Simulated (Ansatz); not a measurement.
Input file for CH7AlBNO (`[CH3][AlH][O]BN`):

```yaml
crystal:
  periodic: [false, false, false]
  atoms:
    - {symbol: C, position_ang: [-2.284526, -0.042112, 1.095115]}
    - {symbol: Al, position_ang: [-0.448819, 0.588682, 1.181147]}
    - {symbol: O, position_ang: [0.676429, 0.047420, 0.059041]}
    - {symbol: B, position_ang: [1.622401, -0.552851, -0.699459]}
    - {symbol: N, position_ang: [1.993785, -0.031978, -1.947725]}
    - {symbol: H, position_ang: [-2.438356, -0.775688, 0.300644]}
    - {symbol: H, position_ang: [-2.975743, 0.790282, 0.925160]}
    - {symbol: H, position_ang: [-2.584009, -0.501289, 2.043120]}
    - {symbol: H, position_ang: [0.062186, 1.637006, 2.252407]}
    - {symbol: H, position_ang: [2.167876, -1.556223, -0.316379]}
    - {symbol: H, position_ang: [1.590981, 0.803526, -2.336567]}
    - {symbol: H, position_ang: [2.694895, -0.462075, -2.522406]}
basis:
  gaussian: {orbitals: def2-TZVPP}
correlation: {method: ccsd_t}
```

```sh
$ ansatz run in.yaml --threads 4 --pin off --events-out ev --progress --plain --max-ram 10444MiB
```

Output of Ansatz, abridged:

```
Functional definition: HF
1556 factors; integrals over basis functions are off by at most 1.2e-3 eV
mean field evaluation 1: about -11915.3608 eV, gradient 5.4e1 eV
mean field evaluation 2: about -11915.5043 eV, gradient 5.4e1 eV
mean field evaluation 4: about -11921.5099 eV, gradient 4.6e0 eV
mean field evaluation 8: about -11921.5917 eV, gradient 2.8e-1 eV
mean field evaluation 16: about -11921.5920 eV, gradient 2.2e-6 eV
mean field -11921.59203927 eV, -438.1104266978 hartree, gradient 2.2e-6 eV, S^2 0.000000; 0 other end points of the search recorded, 0 dependent functions left out
9 core orbitals not correlated: weight in the atoms' cores, before any rotation towards them, 1.000 or more for the frozen orbitals, at most 0.000 for the correlated occupied ones
reference -11921.59203927 eV, -438.1104266978 hartree; 14, 14 occupied and 241, 241 virtual orbitals, 1556 factors
second order -21.87171029 eV of doubles, -0.00000000 eV of singles
cycle   1  -22.34561851 eV  change   -4.7e-1 eV  update   9.9e-2
cycle   2  -22.85716840 eV  change   -5.1e-1 eV  update   2.9e-2
cycle   3  -22.97968114 eV  change   -1.2e-1 eV  update   1.6e-2
cycle   4  -22.96885995 eV  change    1.1e-2 eV  update   4.2e-3
cycle   5  -22.96728149 eV  change    1.6e-3 eV  update   2.0e-3
cycle   6  -22.96788528 eV  change   -6.0e-4 eV  update   5.8e-4
cycle   7  -22.96753226 eV  change    3.5e-4 eV  update   2.0e-4
cycle   8  -22.96748508 eV  change    4.7e-5 eV  update   6.2e-5
cycle   9  -22.96750567 eV  change   -2.1e-5 eV  update   2.6e-5
perturbative correction -0.83632007 eV, -0.0307341958 hartree
Total energy: -11945.39586501 eV, -438.9852011591 hartree
```

Run time 2.9 min (4 threads of an Arm Neoverse V1 on a shared host); peak host memory 6.5 GiB.

MP2 recovers 91.9 % of the CCSD(T) correlation energy and the triples give 3.5 %; T1 = 0.0122.
